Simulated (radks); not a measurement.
Values are calculated unless marked as measured or tabulated.
Coulomb parameter of the 5d shell of the gold ion Au2+ in the model configuration [Xe] 4f14 5d8 6s1, as a second difference U = [E(n + 0.5) + E(n - 0.5) - 2 E(n)] / (0.5)^2 with all orbitals relaxed. "Bare": the charge of the atom changes with n. "Screened": the 6s shell takes up the change at fixed total charge, which measures U(5d,5d) + U(6s,6s) - 2 U(5d,6s). Code: a radial shooting solver on a logarithmic mesh with Libxc functionals. Model: scalar-relativistic Kohn-Sham, PBE, spin-unpolarised, spherical densities, finite nucleus; Fermi nuclear charge, rms radius 5.4371 fm.

case                   configuration  E - E(n) (eV)
start              [Xe] 4f14 5d8 6s1          0.000
bare +0.5        [Xe] 4f14 5d8.5 6s1        -13.410
bare -0.5        [Xe] 4f14 5d7.5 6s1         16.656
screened +0.5  [Xe] 4f14 5d8.5 6s0.5         -2.790
screened -0.5  [Xe] 4f14 5d7.5 6s1.5          3.132

U(bare) = 12.984 eV, U(screened by 6s) = 1.368 eV, against the Slater integral F0(5d,5d) = 16.848 eV with frozen orbitals.
